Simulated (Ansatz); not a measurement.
A geometry relaxed with Ansatz (an electronic-structure program) with B3LYP-D3(BJ)/def2-TZVP, charge 0, multiplicity 1:

```xyz
8

C      0.2568    -0.3814    -0.4036
S     -0.9994     1.5668    -0.0421
H     -1.9112    -0.7139    -0.6442
H     -1.3539    -0.6733     1.0587
C      1.5658    -0.0625    -0.0312
S      3.0290    -0.3692     0.5321
C      0.5900     0.9445    -0.5177
C     -1.1770    -0.3110     0.0481
```

Problem. Write the SMILES of this molecule.

Solution. `S=c1c2c1SC2`
